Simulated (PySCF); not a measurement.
Si(I)(Me)2(OH) (C₂H₇IOSi), SMILES C[Si](C)(O)I.

Coordinates come from a PBE0-D3(BJ)/def2-SVP optimisation. A frequency run showed that this geometry is not a minimum. The def2 effective core potentials stand for the cores of I; spin–orbit coupling is left out. The values are those of a single conformer.

Computed with ωB97X/def2-TZVP (PySCF).

Symmetry labels are those of the subgroup Cs that the program uses (full group Cs).

### Question
List the valence orbital energies around the gap with their symmetry. (Estimate from the structure and the level; the computed values follow.)

### Answer

```
orbital  symmetry  energy (eV)
-------  --------  -----------
HOMO−7         A"       -14.23
HOMO−6         A"       -14.06
HOMO−5         A"       -12.78
HOMO−4         A'       -12.78
HOMO−3         A"       -11.12
HOMO−2         A'       -10.97
HOMO−1         A'        -9.64
HOMO           A"        -9.55
LUMO           A'         2.28
LUMO+1         A'         2.44
LUMO+2         A'         3.27
LUMO+3         A"         3.74
```
